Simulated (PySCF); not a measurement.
Chlorine: a sound run and one with changed settings

Sound run: Cl⁺ [Ne] 3s2 3p4, Cl²⁺ [Ne] 3s2 3p3. Computed with PySCF 2.14 in 6-31G* (4s3p1d, 18 functions), with no relativity, point nucleus. In the sound run the correlated levels freeze [Ne]. The sound run starts from symmetry-adapted Hartree-Fock orbitals and uses a fine grid where one is needed.

Changed run: the spin-free X2C one-electron Hamiltonian (Gaussian nucleus). This setting is unsound on purpose.

```json
{"species": "Cl⁺", "method": "UHF", "sound run (hartree)": "-459.01354", "changed run (hartree)": "-460.26273", "converged": "yes"}
{"species": "Cl⁺", "method": "M06-2X", "sound run (hartree)": "-459.61910", "changed run (hartree)": "-460.86801", "converged": "yes"}
{"species": "Cl⁺", "method": "BP86", "sound run (hartree)": "-459.67533", "changed run (hartree)": "-460.92380", "converged": "yes"}
{"species": "Cl⁺", "method": "MP2", "sound run (hartree)": "-459.09745", "changed run (hartree)": "-460.34663", "converged": "yes"}
{"species": "Cl⁺", "method": "CCSD(T)", "sound run (hartree)": "-459.11733", "changed run (hartree)": "-460.36644", "converged": "yes"}
{"species": "Cl²⁺", "method": "UHF", "sound run (hartree)": "-458.18678", "changed run (hartree)": "-459.43571", "converged": "yes"}
{"species": "Cl²⁺", "method": "M06-2X", "sound run (hartree)": "-458.74383", "changed run (hartree)": "-459.99242", "converged": "yes"}
{"species": "Cl²⁺", "method": "BP86", "sound run (hartree)": "-458.79417", "changed run (hartree)": "-460.04243", "converged": "yes"}
{"species": "Cl²⁺", "method": "MP2", "sound run (hartree)": "-458.25727", "changed run (hartree)": "-459.50618", "converged": "yes"}
{"species": "Cl²⁺", "method": "CCSD(T)", "sound run (hartree)": "-458.27692", "changed run (hartree)": "-459.52575", "converged": "yes"}
```

Ionisation energy of Cl⁺:

```
 method  sound run (eV)  changed run (eV)
    UHF          22.497            22.504
 M06-2X          23.817            23.826
   BP86          23.978            23.983
    MP2          22.863            22.870
SCS-MP2          22.888            22.895
   CCSD          22.859            22.867
CCSD(T)          22.869            22.876
```

Most of the change in total energy is the relativistic energy itself. On top of that the contraction fixes the core shape for the Hamiltonian it was made with, so the changed run is not a good calculation with the other Hamiltonian either.

For comparison, NIST gives 23.814 eV between the lowest levels.
